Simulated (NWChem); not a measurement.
System: CH$_{6}$CuNO; SMILES C[O][Cu]<-[NH3]

```xyz
10

Cu     0.0659    -0.3476    -0.0003
O      0.5079     1.3288     0.0003
C     -0.3885     2.4015     0.0001
H     -1.0455     2.4276     0.8894
H      0.1732     3.3511    -0.0024
H     -1.0487     2.4249    -0.8868
N     -0.1584    -2.1991     0.0003
H      0.1592    -2.6334    -0.8714
H     -1.1350    -2.4823     0.1198
H      0.3635    -2.6522     0.7565
```
Atoms are numbered in this order, from 1.

All runs: NWChem. The geometry was optimised at B3LYP/6-31G* (spherical d).

Q: Taking TPSS/def2-TZVPP as the yardstick, which of these has the fewest basis functions while keeping “dipole (D)” within 0.2 D of it: TPSS/def2-SVP; TPSS/def2-SVPD; TPSS/def2-TZVP?

A: TPSS/def2-SVPD.
```json
[
 {"level": "TPSS/def2-SVP", "basis functions": "103", "dipole (D)": "7.33"},
 {"level": "TPSS/def2-SVPD", "basis functions": "145", "dipole (D)": "7.12"},
 {"level": "TPSS/def2-TZVP", "basis functions": "174", "dipole (D)": "7.17"},
 {"level": "TPSS/def2-TZVPP", "basis functions": "241", "dipole (D)": "7.02"}
]
```

The yardstick is one finite set, not the basis-set limit.
